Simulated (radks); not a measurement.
Results of a calculation; reference values are marked as such.
Dy+, 65 electrons, occupied as [Xe] 4f9.5 6s1 6p0.5 (fractional occupations, a model configuration). Level of theory: non-relativistic Kohn-Sham, LDA (Slater exchange, Perdew-Wang correlation), spin-polarised, spherical densities, point nucleus; open shells are filled with parallel spins first (spin-orbit coupling, left out, can overturn this in heavy ions); relativity is left out, which matters for an element this heavy (a radial shooting solver on a logarithmic mesh with Libxc functionals).

Local quantities along the radius. ELF = 1/(1 + alpha^2) is the electron localisation function; alpha = (tau - tau_W)/tau_unif compares the Pauli kinetic energy density with that of the uniform gas (summed over spins).

```
   r/bohr * ELF (the largest magnitude, 1, reaches the edge; | marks zero)
  0.00104 |                                                      *
  0.00122 |                                                      *
 0.001432 |                                                      *
 0.001667 |                                                      *
 0.001957 |                                                      *
 0.002296 |                                                      *
 0.002673 |                                                      *
 0.003137 |                                                      *
 0.003681 |                                                      *
 0.004285 |                                                      *
 0.005029 |                                                      *
 0.005854 |                                                      *
  0.00687 |                                                      *
 0.008062 |                                                      *
 0.009386 |                                                     *
  0.01101 |                                                     *
  0.01293 |                                                    *
  0.01505 |                                                   *
  0.01766 |                                               *
  0.02072 |                                       *
  0.02412 |                              *
  0.02831 |                     *
  0.03322 |                 *
  0.03867 |                  *
  0.04539 |                         *
  0.05326 |                                 *
    0.062 |                                      *
  0.07276 |                                       *
  0.08539 |                                  *
   0.0994 |                          *
   0.1167 |                   *
   0.1358 |                    *
   0.1594 |                            *
    0.187 |                                     *
   0.2177 |                                       *
   0.2555 |                                 *
   0.2998 |                  *
    0.349 |            *
   0.4096 |                     *
   0.4807 |                                   *
   0.5596 |                                       *
   0.6567 |                                    *
   0.7706 |                          *
   0.8971 |                 *
    1.053 |                *
    1.235 |                        *
    1.438 |                                *
    1.688 |                                  *
    1.981 |                          *
    2.306 |             *
    2.706 |      *
     3.15 |           *
    3.697 |                               *
    4.338 |                                         *
     5.05 |                                       *
    5.926 |                           *
    6.955 |          *
    8.096 |  *
    9.501 *
    11.15 *
```

On this mesh the ELF has minima near r = 0.033, 0.12, 0.35, 1.1, 2.7 bohr, which separate the shells, and maxima near 0.073 (0.72), 0.22 (0.73), 0.56 (0.73), 1.7 (0.63), 4.3 (0.77).

Self-consistent cycle (total energy in hartree, residual of the potential): 1: -11634.95949, 4e+00; 2: -11637.03333, 2e+00; 3: -11637.57705, 7e-01; 4: -11637.57692, 3e-01; 5: -11637.57868, 3e-01; 6: -11637.59393, 6e-02; 7: -11637.59459, 2e-02; 8: -11637.59466, 3e-03; 9: -11637.59466, 5e-04; 10: -11637.59466, 2e-04; 11: -11637.59466, 4e-05; 12: -11637.59466, 9e-06; 13: -11637.59466, 5e-08; 14: -11637.59466, 4e-08; 15: -11637.59466, 2e-09.
